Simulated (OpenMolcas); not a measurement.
# Rh III: effect of the IPEA shift

```
Program             : OpenMolcas
Basis               : ANO-RCC-VQZP [8s7p5d3f2g1h]
Scalar Hamiltonian  : DKH2, point nucleus
Active space        : 7 electrons in 5 orbitals (4d)
State averaging     : 2S+1 = 4 even, 10 roots; 2S+1 = 2 even, 40 roots
Spin-orbit coupling : RASSI with atomic mean-field integrals over the reference wave functions, term energies averaged over their components
```

Methods on the same reference wave functions:
A. CASSCF
B. MS-CASPT2, IPEA 0.25 Eh, imaginary shift 0.1 Eh (closed shells correlated: 4s 4p)
C. MS-CASPT2, IPEA 0.5 Eh, imaginary shift 0.1 Eh (closed shells correlated: 4s 4p)

Energies in cm⁻¹ above 4d⁷ ⁴F_9/2, the measured ground level; measured values from the list in Shadmi, J. Res. Natl. Bur. Stand. 70A, 435 (1966).

| Level | A | B | C | Measured |
| --- | --- | --- | --- | --- |
| 4d⁷ ⁴F_9/2 | 0.0 | 0.0 | 0.0 | 0.0 |
| 4d⁷ ⁴F_7/2 | 2100 | 2130 | 2120 | 2148 |
| 4d⁷ ⁴F_5/2 | 3482 | 3480 | 3470 | 3486 |
| 4d⁷ ⁴F_3/2 | 4372 | 4330 | 4330 | 4322 |
| 4d⁷ ⁴P_5/2 | 14967 | 11720 | 12000 | 11062 |
| 4d⁷ ⁴P_3/2 [74 %] | 15029 | 11580 | 11870 | 10997 |
| 4d⁷ ²G_9/2 | 15510 | 13250 | 13730 |  |
| 4d⁷ ⁴P_1/2 | 16419 | 13100 | 13380 |  |
| 4d⁷ ²G_7/2 | 17612 | 15320 | 15820 |  |
| 4d⁷ ²P_3/2 [53 %] | 20368 | 16480 | 16850 |  |
| 4d⁷ ²H_11/2 | 20560 | 17930 | 18320 |  |
| 4d⁷ ²D_5/2(1) | 22486 | 18760 | 19300 |  |
| 4d⁷ ²P_1/2 | 22507 | 18360 | 18670 |  |
| 4d⁷ ²H_9/2 | 22631 | 20040 | 20440 |  |
| 4d⁷ ²D_3/2(1) [71 %] | 26010 | 22150 | 22680 |  |
| 4d⁷ ²F_5/2 | 34187 | 27510 | 28180 |  |
| 4d⁷ ²F_7/2 | 35189 | 28570 | 29230 |  |
| 4d⁷ ²D_3/2(2) | 53305 | 44030 | 44140 |  |
| 4d⁷ ²D_5/2(2) | 54320 | 45030 | 45200 |  |

Deviations, from unrounded energies. A percentage is the sum of absolute deviations over the sum of measured energies, with the sign that they share, or ± where signs differ.

| Against measurement | Levels | A | B | C |
| --- | --- | --- | --- | --- |
| mean absolute deviation (cm-1) | 5 | 1600 | 250 | 370 |
| fine structure of the ground term (%) | 3 | ±1.0 | ±0.3 | ±0.5 |
| other terms of the ground configuration (%) | 2 | +36.0 | +5.6 | +8.2 |

B lies closest to measurement on these levels and A furthest from it. The largest miss of B in the table is 4d⁷ ⁴P_5/2, by +660 cm-1. The ranking rests on the paired levels alone, and a cruder setting can come out closer through cancelling errors.

Between B and C the level of the table that moves most is 4d⁷ ²F_7/2, by 660 cm-1 (lowest in B, highest in C). Moves below CASPT2's spread within the term are not significant.

The mean deviations of B to C differ by less than CASPT2's widest spread within a term (1200 cm-1), so their order carries little weight.

From A to B the spin-free energies of the other terms of 4d⁷ shown, above ⁴F, scale by factors of 0.76 to 0.86, as is usual when dynamic correlation screens the repulsion within a d or f shell.

The lowest spin-free term lies below A's lowest term by 0.536 hartree in B, 0.526 hartree in C.

CASPT2 does not keep the components of a term degenerate, so their means are used; among the terms shown or strongly mixed into the levels shown the widest spread is 1200 cm-1 (4d⁷ ⁴F, C). Levels of configurations with an s electron are missing; early in the row they begin among the upper levels of the d shell and mix with terms of their name. Without dynamic correlation excited terms often stand tens of per cent too high (terms of higher spin than the ground term too low), and those without a measured partner can miss by more than the paired ones (holds for A). Measured partners are found by configuration, term and J. A level has none where our copy of the source lacks it or the pairing is in doubt (some pairs that miss far off the trend of their configuration count as doubtful), and it then counts in no deviation. Levels of configurations outside the active space are missing.

A share in square brackets marks a mixed level and gives the weight of the term that names it, the lowest over the columns. A number in round brackets counts repeated terms of one configuration in the order of the reference energies.
